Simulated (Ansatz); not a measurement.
Input for Ansatz (a first-principles code): R-B3LYP-D3(BJ)/def2-TZVP on BCl3 (SMILES ClB(Cl)Cl).

Ansatz 0.2 input:
```yaml
crystal:
  periodic: [false, false, false]
  atoms:
    - {symbol: B, position_ang: [-0.00020000, -0.00010000, 0.00010000]}
    - {symbol: Cl, position_ang: [-1.13900000, 1.28170000, -0.17120000]}
    - {symbol: Cl, position_ang: [0.24650000, -1.11200000, -1.29310000]}
    - {symbol: Cl, position_ang: [0.89260000, -0.16960000, 1.46420000]}
basis:
  gaussian:
    orbitals: def2-TZVP
hamiltonian:
  xc: b3lyp
  dispersion: d3bj
relax: {f_tol: 0.004, max_steps: 120}
scf: {lower_state_search: off}
```

The log:

```
WARN ansatz: RAYON_NUM_THREADS=4 ignored (pool sized by the plan → 4); use --threads N
Functional definition: B3LYP
these checks for a lower state are left out or cut short: stability, starts, cluster_reference, orbital_swaps, neighbouring_geometries, increment
integrals: 0.07 GiB planned
958 factors; their error is unknown
mean field: 0.60 GiB planned
mean field evaluation 1: about -38249.3145 eV, gradient 1.7e1 eV
mean field evaluation 2: about -38249.2434 eV, gradient 1.9e1 eV
mean field evaluation 4: about -38250.0118 eV, gradient 5.5e-1 eV
mean field evaluation 8: about -38250.1027 eV, gradient 1.6e-3 eV
mean field -38250.10271100 eV, -1405.6653477783 hartree, gradient 4.6e-6 eV, S^2 0.000000; 0 other end points of the search recorded, 0 dependent functions left out
the calculation of the forces begins
reference -38250.10294940 eV, -1405.6653565395 hartree; 28, 28 occupied and 114, 114 virtual orbitals, 958 factors
relax step   1: F+E_penalty+E_count = -38250.34464818 eV  Δ(F+E_penalty+E_count) = +0.000e0 eV  max|allowed force component| = 5.602e-1 eV/Å  Δτ_max = 0.0000 Å  (12 SCF iters, accepted)
these checks for a lower state are left out or cut short: stability, starts, cluster_reference, orbital_swaps, neighbouring_geometries, increment
integrals: 0.07 GiB planned
958 factors; their error is unknown
mean field: 0.60 GiB planned
mean field evaluation 16: about -38250.0276 eV, gradient 9.5e-3 eV
mean field -38250.11762345 eV, -1405.6658958008 hartree, gradient 2.3e-6 eV, S^2 0.000000; 0 other end points of the search recorded, 0 dependent functions left out
the calculation of the forces begins
reference -38250.11786252 eV, -1405.6659045864 hartree; 28, 28 occupied and 114, 114 virtual orbitals, 958 factors
relax step   2: F+E_penalty+E_count = -38250.35838669 eV  Δ(F+E_penalty+E_count) = -1.374e-2 eV  max|allowed force component| = 2.689e-1 eV/Å  Δτ_max = 0.0205 Å  (19 SCF iters, accepted)
these checks for a lower state are left out or cut short: stability, starts, cluster_reference, orbital_swaps, neighbouring_geometries, increment
integrals: 0.07 GiB planned
958 factors; their error is unknown
mean field: 0.60 GiB planned
mean field -38250.12639093 eV, -1405.6662179997 hartree, gradient 2.3e-6 eV, S^2 0.000000; 0 other end points of the search recorded, 0 dependent functions left out
the calculation of the forces begins
reference -38250.12663065 eV, -1405.6662268095 hartree; 28, 28 occupied and 114, 114 virtual orbitals, 958 factors
relax step   3: F+E_penalty+E_count = -38250.36600476 eV  Δ(F+E_penalty+E_count) = -7.618e-3 eV  max|allowed force component| = 1.575e-3 eV/Å  Δτ_max = 0.0201 Å  (19 SCF iters, accepted)
Total energy: -38250.36624448 eV, -1405.6750324552 hartree
Atom 0 at     0.000054     0.000077    -0.000039 Å, force    -0.000586    -0.001099     0.000250 eV/Å
Atom 1 at    -1.153664     1.298051    -0.173336 Å, force     0.001218    -0.000828     0.000001 eV/Å
Atom 2 at     0.249577    -1.126299    -1.309602 Å, force    -0.000019     0.001511     0.001324 eV/Å
Atom 3 at     0.903933    -0.171829     1.482977 Å, force    -0.000613     0.000415    -0.001575 eV/Å
Dipole moment:     0.000011     0.000044    -0.000002 e Å
Checks for a lower state left out: stability, starts, cluster_reference, orbital_swaps, neighbouring_geometries, increment
```

The calculation finished and met its thresholds.

Cost: roughly 11 core-seconds.
